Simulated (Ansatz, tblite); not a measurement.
Removing and adding an electron: B9As9. Total charge 0; singlet. Geometry: PBE-D4/def2-SVP. Ansatz, gas phase; energy differences of separate SCF runs; the oxidised species was run as a doublet alone; the reduced species was run as a doublet alone.

Cartesian coordinates in Å:
```
As -2.729 -0.601 -0.661
As 3.793 -1.081 -2.908
As 2.237 2.333 -1.535
As -0.050 -0.915 -2.474
As -2.652 -2.129 3.492
As 0.241 -1.669 1.028
As -1.242 3.004 2.051
As -3.156 -0.351 1.829
As 2.362 0.502 0.376
B 1.951 -1.052 -2.369
B -0.886 -1.372 -0.626
B -1.158 -0.020 0.674
B 1.241 0.402 -1.498
B 2.909 0.344 -1.837
B 0.751 1.509 -0.284
B -1.780 1.214 1.760
B -0.517 1.674 0.748
B -1.316 -1.794 2.234
```

The xTB rows come from tblite. Single mean-field runs in def2-TZVP are fitted with def2-universal-jkfit. HOMO above LUMO, or a gap near zero within one spin, warns that the state may not be the lowest or that an electron is smeared out.

```json
{"level": "GFN1-xTB", "−HOMO (eV)": "8.62", "vertical IE (eV)": "10.96", "−LUMO (eV)": "7.31", "vertical EA (eV)": "5.19", "HOMO–LUMO gap (eV)": "1.31", "IE − EA (eV)": "5.78", "remarks": "–"}
{"level": "GFN2-xTB", "−HOMO (eV)": "7.16", "vertical IE (eV)": "9.15", "−LUMO (eV)": "5.79", "vertical EA (eV)": "4.02", "HOMO–LUMO gap (eV)": "1.37", "IE − EA (eV)": "5.14", "remarks": "–"}
{"level": "HF/def2-TZVP", "−HOMO (eV)": "7.24", "vertical IE (eV)": "5.92", "−LUMO (eV)": "0.37", "vertical EA (eV)": "1.36", "HOMO–LUMO gap (eV)": "6.87", "IE − EA (eV)": "4.56", "remarks": "spin-contaminated (⟨S²⟩ 0.95) (-1 doublet)"}
{"level": "PBE-D4/def2-TZVP", "−HOMO (eV)": "5.00", "vertical IE (eV)": "6.86", "−LUMO (eV)": "3.63", "vertical EA (eV)": "2.03", "HOMO–LUMO gap (eV)": "1.37", "IE − EA (eV)": "4.83", "remarks": "gap within one spin near zero (+1 doublet), gap within one spin near zero (-1 doublet)"}
{"level": "PBE0-D4/def2-TZVP", "−HOMO (eV)": "5.77", "vertical IE (eV)": "6.96", "−LUMO (eV)": "3.08", "vertical EA (eV)": "2.01", "HOMO–LUMO gap (eV)": "2.68", "IE − EA (eV)": "4.96", "remarks": "–"}
```

Relaxing the reduced species (PBE-D4/def2-SVP) changes its energy by -1.47 eV at PBE-D4/def2-TZVP, so the adiabatic electron affinity to this nearest minimum is 3.51 eV. On the way the bond As8–B12 breaks and the bond As9–B13 breaks and B12–B13 forms and B12–B15 forms and B16–B18 forms. At PBE0-D4/def2-TZVP it is 3.46 eV.     Raw xTB energy differences between charge states are shifted by several eV; the methods need an empirical correction for them. Sets without diffuse functions give affinities that are too small.
